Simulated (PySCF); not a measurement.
Molecule: SMILES CCCCC(=O)Cl, C$_{5}$H$_{9}$ClO.

Molfile (atoms numbered from 1):
```
C5H9ClO
     RDKit          3D

 16 15  0  0  0  0  0  0  0  0999 V2000
   -1.4151    0.7286    0.6453 C   0  0  0  0  0  0  0  0  0  0  0  0
   -0.0405    1.0773    1.1923 C   0  0  0  0  0  0  0  0  0  0  0  0
    1.0856    0.7738    0.2137 C   0  0  0  0  0  0  0  0  0  0  0  0
    2.4517    1.1406    0.7652 C   0  0  0  0  0  0  0  0  0  0  0  0
    3.5766    0.8549   -0.1837 C   0  0  0  0  0  0  0  0  0  0  0  0
    3.5068    0.3839   -1.2658 O   0  0  0  0  0  0  0  0  0  0  0  0
    5.1681    1.3228    0.5097 Cl  0  0  0  0  0  0  0  0  0  0  0  0
   -2.2093    0.9610    1.3703 H   0  0  0  0  0  0  0  0  0  0  0  0
   -1.4882   -0.3435    0.4027 H   0  0  0  0  0  0  0  0  0  0  0  0
   -1.6313    1.2898   -0.2778 H   0  0  0  0  0  0  0  0  0  0  0  0
    0.1360    0.5259    2.1329 H   0  0  0  0  0  0  0  0  0  0  0  0
   -0.0086    2.1475    1.4635 H   0  0  0  0  0  0  0  0  0  0  0  0
    1.0767   -0.2966   -0.0515 H   0  0  0  0  0  0  0  0  0  0  0  0
    0.9190    1.3149   -0.7328 H   0  0  0  0  0  0  0  0  0  0  0  0
    2.6762    0.6023    1.7024 H   0  0  0  0  0  0  0  0  0  0  0  0
    2.5168    2.2095    1.0318 H   0  0  0  0  0  0  0  0  0  0  0  0
  1  2  1  0
  2  3  1  0
  3  4  1  0
  4  5  1  0
  5  6  2  0
  5  7  1  0
  1  8  1  0
  1  9  1  0
  1 10  1  0
  2 11  1  0
  2 12  1  0
  3 13  1  0
  3 14  1  0
  4 15  1  0
  4 16  1  0
M  END
```

Geometry PBE0-D3(BJ)/def2-SVP throughout; GIAO in PySCF 2.14, gas phase, one conformer, non-relativistic; equivalent atoms averaged; basis pcSseg-1.

Problem. How do the absolute shieldings σ depend on the functional? (a selection of nuclei; ppm; last column core-seconds on 1 thread of an AMD EPYC 7R43 64-Core, shared host; the GGAs took longer than the global hybrids here, which isn't the general rule, and the cause wasn't traced)

Solution. 
| functional | kind | C5 | C3 | C2 | C1 | O6 | H15/H16 | H13/H14 | H11/H12 | H8/H9/H10 | core-s |
| --- | --- | --- | --- | --- | --- | --- | --- | --- | --- | --- | --- |
| BLYP | GGA | -9.1 | 142.2 | 146.6 | 157.9 | -243.1 | 28.62 | 29.99 | 30.22 | 30.30 | 28 |
| BP86 | GGA | -2.6 | 148.4 | 152.9 | 163.1 | -235.6 | 28.50 | 29.91 | 30.15 | 30.23 | 27 |
| OPBE | GGA | 11.5 | 155.6 | 159.3 | 168.6 | -214.7 | 28.49 | 29.86 | 30.12 | 30.21 | 28 |
| KT2 | GGA | 10.8 | 152.3 | 156.6 | 166.7 | -210.0 | 28.46 | 29.84 | 30.06 | 30.14 | 32 |
| PBE0 | global hybrid | 1.9 | 155.2 | 159.3 | 168.3 | -252.7 | 28.65 | 29.94 | 30.22 | 30.23 | 16 |
| mPW1PW91 | global hybrid | 0.7 | 154.5 | 158.5 | 167.3 | -253.7 | 28.70 | 29.99 | 30.28 | 30.28 | 14 |

Problem. Which nucleus among those listed moves most, in ppm?

Solution. O6 (carbonyl oxygen): from -253.7 ppm with mPW1PW91 to -210.0 ppm with KT2. The smallest spread is 0.16 ppm, at H13/H14. Proton shifts span only some 12 ppm, so a few tenths of a ppm matter as much there as several ppm in carbon.
